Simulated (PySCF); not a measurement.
Ta(O)(OH)(NH2)2 (H₅N₂O₂Ta), SMILES [NH2][Ta]([NH2])(=[O])[OH], multiplicity 1.

Geometry: PBE0-D3(BJ)/def2-SVP. The spin state was assumed, not searched. The structure was generated by enumeration; whether it is a known compound was not checked. The def2 effective core potentials stand for the cores of Ta; spin–orbit coupling is left out. One conformer was computed; it need not be the lowest.

Level of theory: PySCF with PBE0/def2-TZVP.

Symmetry labels are those of the subgroup Cs that the program uses (full group Cs).

Computed valence orbital energies around the gap with their symmetry:
| orbital | symmetry | energy (eV) |
|---|---|---|
| HOMO−7 | A" | -11.21 |
| HOMO−6 | A' | -10.20 |
| HOMO−5 | A" | -9.78 |
| HOMO−4 | A' | -9.29 |
| HOMO−3 | A' | -8.96 |
| HOMO−2 | A" | -8.88 |
| HOMO−1 | A' | -8.11 |
| HOMO | A" | -7.30 |
| LUMO | A' | -0.06 |
| LUMO+1 | A" | 0.00 |
| LUMO+2 | A' | 0.30 |
| LUMO+3 | A' | 0.99 |
